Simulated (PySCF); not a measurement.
# Computed records: CH8B2Si, B2H7NSi, BFH4Si

Calculation on a computer-drawn molecule: the log of a Hartree-Fock and frozen-core CCSD(T) single point meant for a local Hartree-Fock minimum, with one planted fault or none, to be diagnosed. Offsets are logged minus clean, where the clean run is the same molecule without the fault. The reference is restricted for singlets and unrestricted otherwise, and also for a bond in bohr or an excited solution. Adding or removing an electron swaps singlet and doublet. The excited solution moves the top pair (singlet) or top alpha electron (doublet) to the lowest empty orbital. Highest occupied and lowest empty are orbital energies over both spins, largest force is the largest gradient component, triples share is (T) over the correlation energy, the T1 limit is 0.02 restricted and 0.045 unrestricted, electrons count all cores, a negative frequency is imaginary (commonest isotopes), and the dipole is about the centre of nuclear charge. Program: PySCF 2.14.0.

Common to all runs: meant charge 0; meant multiplicity 1; meant basis cc-pV(D+d)Z; logged SCF converged yes; possible faults no fault, one electron removed, one electron added, multiplicity raised by two, geometry at a saddle point, SCF held on an excited solution, minimal basis STO-3G, one bond length entered in bohr, all coordinates scaled.

(1) 
```xyz
12
formula=CH8B2Si logged_electrons=37 logged_basis_functions=105 logged_spin_squared=0.7979 logged_highest_occupied=-16.662 logged_lowest_empty=-7.7477 logged_largest_force=0.067727 logged_T1_diagnostic=0.021012 logged_D1_diagnostic=0.091243 logged_triples_share=0.028558 logged_CC_converged=yes logged_dipole_magnitude=0.63701 logged_SCF_stable_within_its_kind=yes logged_energy_HF=-380.44865 logged_energy_CCSD(T)=-380.92008 planted_fault=one_electron_removed HF_energy_offset_from_clean_run=207.6 CCSD(T)_energy_offset_from_clean_run=222.3
B     -0.4372     3.1721    -0.6104
Si     0.4758     1.3762    -0.2761
B     -0.3911     0.5384     1.3866
C     -1.4280    -0.6461     1.3456
H     -1.4146     3.2586    -1.3029
H     -0.0460     4.1773    -0.0832
H      1.9328     1.5747    -0.0397
H      0.3307     0.4869    -1.4622
H     -0.0640     0.9659     2.4650
H     -0.8386    -1.5503     1.5687
H     -1.9106    -0.8126     0.3809
H     -2.1866    -0.5811     2.1306
```

Units: logged_highest_occupied, logged_lowest_empty in eV; logged_largest_force in hartree/bohr; logged_dipole_magnitude in debye; logged_energy_HF, logged_energy_CCSD(T) in hartree; HF_energy_offset_from_clean_run, CCSD(T)_energy_offset_from_clean_run in kcal/mol.

Drawn bonds:
```csv
atom,other atom,order
1,2,1
2,3,1
3,4,1
1,5,1
1,6,1
2,7,1
2,8,1
3,9,1
4,10,1
4,11,1
4,12,1
```

(2) 
```xyz
12
formula=CH8B2Si logged_electrons=38 logged_basis_functions=105 logged_spin_squared=0 logged_highest_occupied=-5.0621 logged_lowest_empty=-4.274 logged_largest_force=0.066219 logged_CC_converged=no logged_dipole_magnitude=2.2249 logged_SCF_stable_within_its_kind=no logged_energy_HF=-380.39193 planted_fault=SCF_held_on_an_excited_solution HF_energy_offset_from_clean_run=243.2
B     -0.4372     3.1721    -0.6104
Si     0.4758     1.3762    -0.2761
B     -0.3911     0.5384     1.3866
C     -1.4280    -0.6461     1.3456
H     -1.4146     3.2586    -1.3029
H     -0.0460     4.1773    -0.0832
H      1.9328     1.5747    -0.0397
H      0.3307     0.4869    -1.4622
H     -0.0640     0.9659     2.4650
H     -0.8386    -1.5503     1.5687
H     -1.9106    -0.8126     0.3809
H     -2.1866    -0.5811     2.1306
```

Units: logged_highest_occupied, logged_lowest_empty in eV; logged_largest_force in hartree/bohr; logged_dipole_magnitude in debye; logged_energy_HF in hartree; HF_energy_offset_from_clean_run in kcal/mol.

Drawn bonds:
```csv
atom,other atom,order
1,2,1
2,3,1
3,4,1
1,5,1
1,6,1
2,7,1
2,8,1
3,9,1
4,10,1
4,11,1
4,12,1
```

Notes: CCSD not converged.

(3) 
```xyz
11
formula=B2H7NSi logged_electrons=38 logged_basis_functions=100 logged_spin_squared=0 logged_highest_occupied=-5.3404 logged_lowest_empty=-3.4266 logged_largest_force=0.089298 logged_CC_converged=no logged_dipole_magnitude=5.6705 logged_SCF_stable_within_its_kind=no logged_energy_HF=-396.45188
B     -0.2653    -1.1707    -0.5535
Si     1.1737     0.2730    -0.5828
B      2.3619     0.0841     1.0795
N      3.7162    -0.2039     0.9774
H     -1.2634    -1.0338     0.1012
H     -0.1376    -2.2104    -1.1423
H      0.5357     1.6202    -0.5808
H      1.9974     0.1814    -1.8246
H      1.9028     0.2145     2.1856
H      4.3134    -0.2960     1.7740
H      4.1922    -0.3249     0.1074
```

Units: logged_highest_occupied, logged_lowest_empty in eV; logged_largest_force in hartree/bohr; logged_dipole_magnitude in debye; logged_energy_HF in hartree.

Drawn bonds:
```csv
atom,other atom,order
1,2,1
2,3,1
3,4,1
1,5,1
1,6,1
2,7,1
2,8,1
3,9,1
4,10,1
4,11,1
```

Notes: CCSD not converged.

(4) 
```xyz
7
formula=BFH4Si logged_electrons=32 logged_basis_functions=71 logged_spin_squared=0 logged_highest_occupied=-6.2819 logged_lowest_empty=-4.221 logged_largest_force=0.11019 logged_CC_converged=no logged_dipole_magnitude=2.9497 logged_SCF_stable_within_its_kind=no logged_energy_HF=-415.01467
B     -1.7846    -0.2147    -0.5862
Si     0.2011    -0.6121    -0.5036
F      0.6528    -1.6673    -1.6519
H     -2.2582     0.5516     0.2068
H     -2.5158    -0.7109    -1.3947
H      0.5657    -1.2116     0.7986
H      0.9944     0.6186    -0.7144
```

Units: logged_highest_occupied, logged_lowest_empty in eV; logged_largest_force in hartree/bohr; logged_dipole_magnitude in debye; logged_energy_HF in hartree.

Drawn bonds:
```csv
atom,other atom,order
1,2,1
2,3,1
1,4,1
1,5,1
2,6,1
2,7,1
```

Notes: CCSD not converged.

(5) 
```xyz
7
formula=BFH4Si logged_electrons=31 logged_basis_functions=71 logged_spin_squared=0.761 logged_highest_occupied=-19.278 logged_lowest_empty=-9.2889 logged_largest_force=0.1107 logged_T1_diagnostic=0.022583 logged_D1_diagnostic=0.10756 logged_triples_share=0.021303 logged_CC_converged=yes logged_dipole_magnitude=5.7586 logged_SCF_stable_within_its_kind=yes logged_energy_HF=-415.0283 logged_energy_CCSD(T)=-415.42499
B     -1.7846    -0.2147    -0.5862
Si     0.2011    -0.6121    -0.5036
F      0.6528    -1.6673    -1.6519
H     -2.2582     0.5516     0.2068
H     -2.5158    -0.7109    -1.3947
H      0.5657    -1.2116     0.7986
H      0.9944     0.6186    -0.7144
```

Units: logged_highest_occupied, logged_lowest_empty in eV; logged_largest_force in hartree/bohr; logged_dipole_magnitude in debye; logged_energy_HF, logged_energy_CCSD(T) in hartree.

Drawn bonds:
```csv
atom,other atom,order
1,2,1
2,3,1
1,4,1
1,5,1
2,6,1
2,7,1
```

**Q.** Which fault was planted in the run of B2H7NSi (entry 3)?
**A.** SCF held on an excited solution

**Q.** Which fault was planted in the run of BFH4Si (entry 4)?
**A.** SCF held on an excited solution

**Q.** Which fault was planted in the run of BFH4Si (entry 5)?
**A.** one electron removed

Further results for B2H7NSi (entry 3):

- HF energy offset from clean run: 239 kcal/mol

Further results for BFH4Si (entry 4):

* HF energy offset from clean run: 248.8 kcal/mol

Further results for BFH4Si (entry 5):

- HF energy offset from clean run: 240.2 kcal/mol
- CCSD(T) energy offset from clean run: 250.9 kcal/mol
